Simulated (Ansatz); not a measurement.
Hg₄S₃, relaxed as a singlet with RKS r2SCAN-D4/def2-SVP in Ansatz, starting from the GFN1-xTB geometry. Force threshold 0.02 eV/Å.

In the def2 sets Hg takes a core potential; there is no spin–orbit coupling. Another isomer (singlet) lies 1.82 eV lower at PBE0-D4/def2-TZVP; other spin states weren't run for this one.

Start:

```csv
atom,x (Å),y (Å),z (Å)
Hg1,-0.882,-1.057,-1.541
Hg2,0.333,-2.727,0.203
Hg3,0.539,1.302,2.364
Hg4,-0.726,1.936,0.061
S5,-2.621,0.652,-0.959
S6,1.348,0.415,-0.905
S7,2.008,-0.521,0.776
```

**Question.** Estimate the energy that the relaxation releases and the steps that it takes.

**Answer.** 32.2 kJ/mol, in 10 steps; 57 s on 4 threads of Arm Neoverse V2 on a shared host. No frequencies were taken in this run, so the end may be a saddle point.

**Question.** Does the start keep its bonding and symmetry?

**Answer.** By distances, no bond broke or formed. The bond that changes most is Hg1–S6, from 2.75 to 2.89 Å (atoms count from 1). Point group Cs at the start, Cs at the end, both within 0.05 Å.

**Question.** Predict the relaxed structure.

**Answer.** 
```xyz
7

Hg   -1.0786   -0.9797   -1.3673
Hg    0.4607   -2.7537    0.2111
Hg    0.6710    1.3010    2.3870
Hg   -0.9360    1.7621    0.1038
S    -2.7717    0.8396   -1.2964
S     1.4208    0.3672   -0.8218
S     2.2337   -0.5365    0.7836
```
Bond lengths (bridged metal pairs left out): 2 × Hg–Hg 2.83 Å; 2 × Hg–S 2.49 Å; 1 × S–S 2.01 Å.
